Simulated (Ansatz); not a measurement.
`[CH3][Al]([NH2])[SiH3]` + H₂O → `[NH2][Al]([OH])[SiH3]` + CH₄ at 500 K and 1 bar (formal hydrolysis of the Al–C bond).

Gas-phase electronic energies from Ansatz, PBE0-D4/def2-TZVP geometries. CCSD(T)/CBS is the MP2 limit (def2-TZVPP, def2-QZVPP) plus CCSD(T) − MP2 in def2-TZVPP, frozen cores. This one scheme is used for every species. Each species was taken in one conformer, which may not be the lowest.

| species | CCSD(T)/CBS energy (Eh) | H − E (kJ/mol) | S (J/(mol·K)) |
| --- | --- | --- | --- |
| `[CH3][Al]([NH2])[SiH3]` | -628.70637 | 280.8 | 458.0 |
| H₂O | -76.37941 | 73.2 | 206.3 |
| `[NH2][Al]([OH])[SiH3]` | -664.67699 | 219.3 | 437.6 |
| CH₄ | -40.46206 | 135.6 | 206.8 |

H − E and S are ideal-gas, rigid-rotor, harmonic terms from PBE0-D4/def2-TZVP, for one conformer and one mirror image of each species. 1 Eh = 2625.50 kJ/mol, R = 8.31446 J/(mol·K).

Q: By hand: ΔE, ΔH, ΔS and ΔG.

A: ΔE = (-664.67699) + (-40.46206) − (-628.70637) − (-76.37941) = -0.05327 Eh = -139.9 kJ/mol. Δ(H − E) = 219.3 + 135.6 − 280.8 − 73.2 = 0.9, so ΔH = -139.0 kJ/mol. ΔS = 437.6 + 206.8 − 458.0 − 206.3 = -19.9 J/(mol·K). ΔG = -139.0 − 500 × (-19.9)/1000 = -129.1 kJ/mol.

Q: By hand: the equilibrium constant, and the temperature at which ΔG would vanish if ΔH and ΔS stayed fixed.

A: log₁₀ K = −ΔG/(RT ln 10) = 13.5. ΔG = 0 at ΔH/ΔS = 6985 K, far beyond where these terms or the molecules hold.

ΔH outweighs TΔS. A doubt of 5 kJ/mol in ΔE shifts log₁₀ K by 0.5 here. Other conformers and mirror images would add mixing entropy, several J/(mol·K) or more a flexible species. Modes under 60 cm⁻¹, often nearly free rotors, make the harmonic entropy too high. These are equilibria of isolated gas molecules and say nothing of rates. Largest T1 diagnostic: 0.013 (customary marks: 0.02 for closed shells, 0.045 for open ones).
